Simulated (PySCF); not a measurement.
How well do the runs reproduce experiment for selenium dioxide?

**What was measured.**

NIST CCCBDB Release 22 (SRD 101), experimental dipoles lists, for the gas: dipole moment (microwave Stark effect, vibrational ground state) 2.62 D.

The results are set against them at the end.

Species: selenium dioxide, SeO₂.
Atom-mapped SMILES: `[O:1]=[Se:2]=[O:3]`

Structure used (PBE0-D3(BJ)/def2-SVP), in Å, numbered top down from 1:
```xyz
3
SeO2 angstrom
O     -1.335   -0.265    0.187
Se    -0.007    0.392   -0.426
O      1.366   -0.132    0.214
```

The PySCF runs (gas phase, on this PBE0-D3(BJ)/def2-SVP geometry; no spin–orbit coupling):

| level | job | basis functions |
| --- | --- | --- |
| PBE0-D3(BJ)/def2-SVP, grid level 1 | geometry optimisation from a GFN2-xTB start | 60 |
| B3LYP/def2-SVPD | 10 singlets by full TDDFT, 4 Tamm–Dancoff triplets, polarisability, ΔSCF ions | 87 |
| BHandHLYP/def2-SVPD | 10 singlets by full TDDFT, 4 Tamm–Dancoff triplets, polarisability, ΔSCF ions | 87 |
| CAM-B3LYP/def2-SVPD | 10 singlets by full TDDFT, 4 Tamm–Dancoff triplets, polarisability, ΔSCF ions | 87 |
| HF/def2-SVPD | 10 singlets by TDHF, 4 Tamm–Dancoff triplets, polarisability, ΔSCF ions | 87 |
| LC-wPBE/def2-SVPD | 10 singlets by full TDDFT, 4 Tamm–Dancoff triplets, polarisability, ΔSCF ions | 87 |
| LDA/def2-SVPD | 10 singlets by full TDDFT, 4 Tamm–Dancoff triplets, polarisability, ΔSCF ions | 87 |
| PBE/def2-SVPD | 10 singlets by full TDDFT, 4 Tamm–Dancoff triplets, polarisability, ΔSCF ions | 87 |
| PBE0/6-31G* | 10 singlets by full TDDFT, 4 Tamm–Dancoff triplets, polarisability | 60 |
| PBE0/def2-SVP | 10 singlets by full TDDFT, 4 Tamm–Dancoff triplets, polarisability | 60 |
| wB97X-D/def2-SVPD | 10 singlets by full TDDFT, 4 Tamm–Dancoff triplets, polarisability, ΔSCF ions | 87 |
| B3LYP/pcJ-1 | spin–spin couplings from 2 perturbed nuclei | 95 |

All basis functions are spherical.

**Comparison with experiment**

**Dipole moment.** Measured: 2.62 D (NIST CCCBDB Release 22 (SRD 101), experimental dipoles).

| level | computed (D) | computed − measured (D) | % (from the printed values) |
| --- | --- | --- | --- |
| PBE0-D3(BJ)/def2-SVP | 2.74 | +0.12 | +5 |
| B3LYP/def2-SVPD | 2.80 | +0.18 | +7 |
| BHandHLYP/def2-SVPD | 3.04 | +0.42 | +16 |
| CAM-B3LYP/def2-SVPD | 2.92 | +0.30 | +11 |
| HF/def2-SVPD | 3.33 | +0.71 | +27 |
| LC-wPBE/def2-SVPD | 2.92 | +0.30 | +11 |
| LDA/def2-SVPD | 2.60 | -0.02 | -1 |
| PBE/def2-SVPD | 2.56 | -0.06 | -2 |
| PBE0/6-31G* | 2.66 | +0.04 | +2 |
| PBE0/def2-SVP | 2.74 | +0.12 | +5 |
| wB97X-D/def2-SVPD | 2.87 | +0.25 | +10 |
| B3LYP/pcJ-1 (pcSseg-1 on Se) | 2.81 | +0.19 | +7 |

12 of the 21 levels run are shown, the closest and the furthest among them. Closest is LDA/def2-SVPD (-0.02 D), furthest HF/def2-SVPD (+0.71 D); one molecule doesn't rank methods. The computed dipoles belong to one fixed geometry; measured ones are averaged over vibrations unless marked μe. Magnitudes are compared, not signs.

No measured geometry was used, and the causes of the misses weren't examined.
